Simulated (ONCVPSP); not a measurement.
Pseudopotential generation for magnesium (Mg): ONCV, PBE, scalar-relativistic.

magnesium, optimised norm-conserving Vanderbilt (ONCV), made with ONCVPSP 4.0.1 (PBE, scalar-relativistic). Core [Ne], reference 3s1.5 (charge +0.5). Waves: 3s: rc 1.90 bohr, ncon 4, nbas 7, qcut 2.9 1/bohr, 2 projectors, debl 1.4 Ha; p scattering state at 0.37 Ha: rc 1.65 bohr, ncon 3, nbas 7, qcut 5.3 1/bohr, local; d scattering state at 0.02 Ha: rc 1.65 bohr, ncon 4, nbas 8, qcut 5.8 1/bohr, 2 projectors, debl 2.4 Ha. Local part: the p channel. Core correction: Teter function, fcfact 4.5, rcfact 1.15.

All-electron outer shells of the reference configuration (PBE, scalar-relativistic, ld1.x):

```csv
shell,level (eV),outermost node (bohr),outermost maximum (bohr)
2p,-50.87,–,0.48
3s,-7.92,0.90,2.47
```

Problem. Estimate the cutoffs (Ha) at which the residual kinetic energy of the hardest occupied pseudo-wave falls to 1 and 0.1 mHa per electron.

Solution. 3.9 Ha and 8.8 Ha. The cutoffs count occupied waves only; projector 2 of the s channel, the hardest unoccupied one, needs 42 Ha at the loose tolerance.

Problem. Does the potential have ghost states?

Solution. No bound ghost flagged; GHOST(+) flagged for s at 276.5 eV.

Problem. Tests: 3s2; 3s1; 3s1 3p1; 3s0 3p2. Which has the largest error in its energy relative to the reference configuration, and how large is it?

Solution. 3s0 3p2, with +119 meV (all-electron minus pseudo) on +4.04 eV.
